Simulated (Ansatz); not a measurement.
Isolated molecules relaxed with PBE0-D4/def2-TZVP in Ansatz; ΔE leaves out vibrations. CBS: MP2 limit from def2 TZ/QZ plus the TZ coupled-cluster correction, frozen cores. Functionals use def2-TZVPP. B3LYP here is the variant with VWN-RPA as its local correlation; programs differ in this. Elements past krypton have def2 core potentials. For Sn, Te outer-core shells are correlated without core-valence functions, which leaves a few kJ/mol of doubt a bond. One conformer a species, not always the lowest.

`N[CH2][SnH2][NH2]` + H₂Te → `NC[TeH]` + `[NH2][SnH3]`  (substitution at a C–Sn bond)

```csv
level,ΔE (kJ/mol)
r2SCAN,9.6
B3LYP,8.5
r2SCANh,9.9
LC-ωPBE,13.3
```

Task: What does CCSD(T)/CBS give? (Best estimate.)

Result: Ansatz gave: +13.5 kJ/mol. The listed levels differ from it by -3.9, -5.0, -3.6, -0.2 kJ/mol.

Task: What do rigid-rotor, harmonic-oscillator terms from PBE0-D4/def2-TZVP frequencies (298.15 K, 1 bar) make of the CCSD(T)/CBS value? (Best estimate.)

Result: Ansatz gave: ΔZPE = +3.6 kJ/mol, ΔH = +15.0 kJ/mol, ΔS = 7 J/(mol·K), ΔG = +12.9 kJ/mol. Modes under 50 cm⁻¹ make the entropy rough.

Largest T1 diagnostic among the species: 0.013.

Leaving LDA and LC-ωPBE aside and taking each functional with its dispersion term where it has one, the values, not all of them listed here, spread over 7.3 kJ/mol, from B97M-V to ωB97M-V. In def2-TZVPP, CCSD(T) changes the Hartree–Fock value by +5.6 kJ/mol (the triples alone add −0.5 kJ/mol) and MP2 by +4.5 kJ/mol. At CCSD(T), def2-SVP lies +3.2 kJ/mol from the extrapolated value and def2-TZVPP +0.6 kJ/mol.
